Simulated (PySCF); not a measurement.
## Electron correlation in Pd (palladium, neutral)

[Kr] 4d9 5s1, high-spin 3D determinant (an excited configuration). Computed with PySCF 2.14 in aug-cc-pwCVDZ-PP with ECP28MDF, with a scalar-relativistic core potential. Frozen: 4s2 4p6; 10 electrons correlated.

MP2 pair energies summed by pair of shells (mhartree):

```tsv
pair	energy	share (%)
4d-4d	-275.96	88.7
4d-5s	-35.29	11.3
```

Total MP2 correlation energy: -311.25 mhartree.

Same-spin part -116.22 and opposite-spin part -195.02 mhartree; SCS-MP2 scales them by 1/3 and 6/5 to -272.77 mhartree.
